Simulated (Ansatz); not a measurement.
Breaking the B1–H2 bond in C2H5B (SMILES BC=C) (multiplicity 1 held, fragments rigid). Energies count from the point at 1.194 Å.
Geometry at that point (charge 0, multiplicity 1):
```json
[
 {"atom": "B", "x (Å)": "-0.1923", "y (Å)": "0.1348", "z (Å)": "1.3423"},
 {"atom": "H", "x (Å)": "-0.5044", "y (Å)": "1.2852", "z (Å)": "1.4115"},
 {"atom": "H", "x (Å)": "-0.1370", "y (Å)": "-0.5154", "z (Å)": "2.3402"},
 {"atom": "C", "x (Å)": "0.1272", "y (Å)": "-0.4665", "z (Å)": "-0.0333"},
 {"atom": "C", "x (Å)": "0.0609", "y (Å)": "0.2767", "z (Å)": "-1.1477"},
 {"atom": "H", "x (Å)": "0.4154", "y (Å)": "-1.5096", "z (Å)": "-0.1414"},
 {"atom": "H", "x (Å)": "0.2806", "y (Å)": "-0.1186", "z (Å)": "-2.1346"},
 {"atom": "H", "x (Å)": "-0.2211", "y (Å)": "1.3232", "z (Å)": "-1.1013"}
]
```

Signs of static correlation in cc-pVDZ, with CASSCF(2,2), from Ansatz (a quantum-chemistry and plane-wave program) runs.

```
R (Å)  T1 of restricted CCSD  ⟨S²⟩ of UHF  largest double amplitude of restricted CCSD  weight of the CASSCF reference in MRCISD  CASSCF natural occupations
-----  ---------------------  -----------  -------------------------------------------  ----------------------------------------  --------------------------
0.955                  0.010        0.027                                        0.082                                     0.884                   1.99 0.01
1.075                  0.010        0.026                                        0.082                                     0.884                   1.99 0.01
1.194                  0.010        0.026                                        0.082                                     0.884                   1.98 0.02
1.313                  0.010        0.025                                        0.082                                     0.884                   1.98 0.02
1.433                  0.011        0.024                                        0.082                                     0.884                   1.97 0.03
1.612                  0.012        0.021                                        0.083                                     0.884                   1.95 0.05
1.791                  0.013        0.018                                        0.121                                     0.885                   1.93 0.07
2.089                  0.018        0.441                                        0.199                                     0.885                   1.86 0.14
2.388                  0.027            ?                                        0.286                                     0.885                   1.76 0.24
2.746                  0.042        0.967                                            ?                                     0.885                   1.60 0.40
3.224                  0.066        1.050                                        0.603                                     0.885                   1.37 0.63
3.821                  0.091        1.077                                        0.824                                     0.886                   1.18 0.82
```

### Question
Fill in the missing entries.

### Answer

- 2.388, ⟨S²⟩ of UHF: 0.788
- 2.746, largest double amplitude of restricted CCSD: 0.411

Doubts at one or more of the structures used: a restricted determinant that unrestricted orbitals would lower (R-CCSD(T)/cc-pVDZ); other coupled-cluster roots lie near (R-CCSD(T)/cc-pVDZ); T1 above 0.05 (R-CCSD(T)/cc-pVDZ, U-CCSD(T)/cc-pVDZ); a spin-contaminated determinant (U-CCSD(T)/cc-pVDZ).
